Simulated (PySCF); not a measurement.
Si(SH)2 (H₂S₂Si), SMILES S[Si]S (connectivity only; charge and spin as stated), neutral, multiplicity 1.

The structure is a stationary point at PBE0-D3(BJ)/def2-TZVP. The values are those of a single conformer.

Calculation: PySCF with M06-2X/def2-TZVPD.

Symmetry labels are those of the subgroup Cs that the program uses (full group Cs).

Computed valence orbital energies around the gap with their symmetry:
| orbital | symmetry | energy (eV) |
|---|---|---|
| HOMO−7 | A' | -22.07 |
| HOMO−6 | A' | -15.12 |
| HOMO−5 | A' | -13.57 |
| HOMO−4 | A' | -12.06 |
| HOMO−3 | A' | -10.25 |
| HOMO−2 | A" | -10.00 |
| HOMO−1 | A" | -8.82 |
| HOMO | A' | -8.13 |
| LUMO | A" | -1.45 |
| LUMO+1 | A' | -0.03 |
| LUMO+2 | A' | 0.12 |
| LUMO+3 | A' | 0.45 |
